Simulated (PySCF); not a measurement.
## Spin–spin couplings to the heavy atom in SMILES [NH2][PbH2][NH2], H$_{6}$N$_{2}$Pb

Geometry:
| atom | x (Å) | y (Å) | z (Å) |
| --- | --- | --- | --- |
| N1 | -1.575 | 0.435 | -0.400 |
| Pb2 | 0.097 | -0.583 | 0.520 |
| N3 | 1.900 | 0.333 | -0.212 |
| H4 | -2.290 | -0.257 | -0.631 |
| H5 | -2.010 | 1.058 | 0.284 |
| H6 | 0.116 | -0.382 | 2.274 |
| H7 | 0.103 | -2.247 | -0.053 |
| H8 | 1.914 | 0.212 | -1.227 |
| H9 | 1.824 | 1.342 | -0.070 |

Calculated values (PySCF integrals, density fitting): indirect couplings, PBE0/pcJ-1 (dyall-v2z on Pb), isolated molecule, Gaussian nuclear model, structure from PBE0-D3(BJ)/def2-SVP.

Non-relativistic values:
```
     coupling              atoms  J (Hz)
1J(207Pb,15N)        Pb2 – N1/N3    78.9
 1J(207Pb,1H)        Pb2 – H6/H7  1567.4
 2J(207Pb,1H)  Pb2 – H4/H5/H8/H9   -42.7
```

What do two-component X2C with spin–orbit coupling give?

Results:


```tsv
coupling	atoms	with spin–orbit (Hz)
1J(207Pb,15N)	Pb2 – N1/N3	418.5
1J(207Pb,1H)	Pb2 – H6/H7	3290.5
2J(207Pb,1H)	Pb2 – H4/H5/H8/H9	-95.8
```

The largest listed coupling, 1J(207Pb,1H), ends at 2.10 times its non-relativistic value. Equivalent partners are averaged, as under fast rotation. In the static structure 2J(207Pb,1H) spreads over -62.9, -60.7, -131.4, -128.2 Hz.
